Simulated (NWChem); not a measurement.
# Correlation energy of Br

```xyz
1

Br     0.0000     0.0000     0.0000
```
Charge 0, spin multiplicity 2.

All runs are NWChem calculations.

Basis set: def2-QZVP. Each correlation energy counts from its own Hartree-Fock reference.

The Hamiltonian is non-relativistic. The correlated methods keep 9 core orbitals frozen. No SCF solution was tested for a lower state. Open-shell Hartree-Fock references start from PBE0 orbitals. No row is a measurement; the coupled-cluster row has its own basis-set and correlation limits.

| method | correlation energy (mHa) |
|---|---|
| UMP2 | [?] |
| SCS-UMP2 | -298.9 |
| CCSD on UHF | -325.0 |
| CCSD[T] on UHF | -334.0 |
| CCSD(T) on UHF | -333.7 |
| CCSD on ROHF | [?] |
| CCSD[T] on ROHF | [?] |
| CCSD(T) on ROHF | -338.9 |

Task: Fill in the missing entries.

Result: 
- UMP2, correlation energy (mHa): -318.9
- CCSD on ROHF, correlation energy (mHa): -329.9
- CCSD[T] on ROHF, correlation energy (mHa): -339.1
